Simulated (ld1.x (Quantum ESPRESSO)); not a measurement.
What one change does to a pseudopotential (tungsten (W), TM)

ld1.x (Quantum ESPRESSO) 7.5 input, shortened:

```
&input
   title='W', zed=74., rel=0, dft='BLYP', iswitch=3,
   config='[Xe] 4f14 5d4 6s1 6p0'
 /
 &inputp
   pseudotype=2, tm=.true., lloc=3,
   nlcc=.true., new_core_ps=.true., rcore=0.40
 /
4
6S  1  0   1.00   0.00  2.55  2.55  0.0
6P  2  1   0.00   0.00  2.65  2.65  0.0
5D  3  2   4.00   0.00  2.25  2.25  0.0
4F  4  3  14.00   0.00  0.85  0.85  0.0
 &test
   configts(1)='4f14 5d4 6s1 6p0'
 /
```

All-electron outer shells of the reference configuration (BLYP, non-relativistic, ld1.x):

```tsv
shell	level (eV)	outermost node (bohr)	outermost maximum (bohr)
5s	-71.98	0.58	1.05
4f	-48.80	–	0.42
5p	-47.70	0.59	1.13
5d	-12.60	0.63	1.47
6s	-10.69	1.40	2.81
6p	-6.67	1.58	3.48
```

Change: wave 6s (bound): rc 2.55 bohr becomes 6s (bound): rc 2.02 bohr.

Cutoffs: the cutoffs (Ry, on a coarse ladder) from which the occupation-weighted sum of valence levels, in a spherical-Bessel basis at the reference potential, stays within 10 and 1 mRy of its value at 400 Ry; they do not see the model core or the augmentation charge, which bear on the density cutoff. Errors are all-electron minus pseudo energies relative to the spin-unpolarised reference configuration.

What does the change do?

Both files keep a bound ghost (d, s); of the 6 tests that both files solve, the error grows in 4 and shrinks in 1 by more than 15 % and 0.3 meV (median size 31.4 → 36.9 meV).

| quantity | base | changed |
| --- | --- | --- |
| bound ghosts | s, d | s, d |
| tests counted (converged, no solver errors) | 6 of 7 | 6 of 7 |
| error for 4f14 5d4 6s2 6p0, meV [ΔE -7.60 eV] | -5.7 | -7.7 |
| error for 4f14 5d4 6s0 6p0, meV [ΔE 13.99 eV] | -7.6 | -7.3 |
| error for 4f14 5d3 6s0 6p0, meV [ΔE 40.07 eV] | -110 | -155 |
| error for 4f14 5d4.5 6s1.5 6p0, meV [ΔE -7.96 eV] | -15 | -27 |
| error for 4f14 5d5 6s1 6p0, meV [ΔE -8.06 eV] | -48 | -57 |
| error for 4f14 5d5 6s0 6p0, meV [ΔE -1.33 eV] | -73 | -47 |
| s: phases at 2.90 bohr within 0.05 rad from the reference energy up to (Ry; the scan ends near 5) | 4.0 | 3.0 |
| p: phases at 2.90 bohr within 0.05 rad from the reference energy up to (Ry; the scan ends near 5) | -0.1 | -0.1 |
| d: phases at 2.90 bohr within 0.05 rad from the reference energy up to (Ry; the scan ends near 5) | to the end of the scan | to the end of the scan |
| f: phases at 2.90 bohr within 0.05 rad from the reference energy up to (Ry; the scan ends near 5) | 4.2 | 4.2 |

Base: Tests not counted: 4f14 5d4 6s1 6p1 (pseudo-atom not self-consistent, printed error +1.8 eV). These tests converged, but a pseudo level misses the all-electron one widely, so the file describes the atom poorly there or has found another state: 4f14 5d3 6s0 6p0: empty 6s by 4.4 eV (a node warning on the way). Changed file: Tests not counted: 4f14 5d4 6s1 6p1 (pseudo-atom not self-consistent, printed error +941 meV). A true bound ghost makes a file unfit for plane-wave use even where its test errors are small: the radial tests pick states by their node count and pass the ghost by. Where a test does run into it, the solver fails or the error is huge.
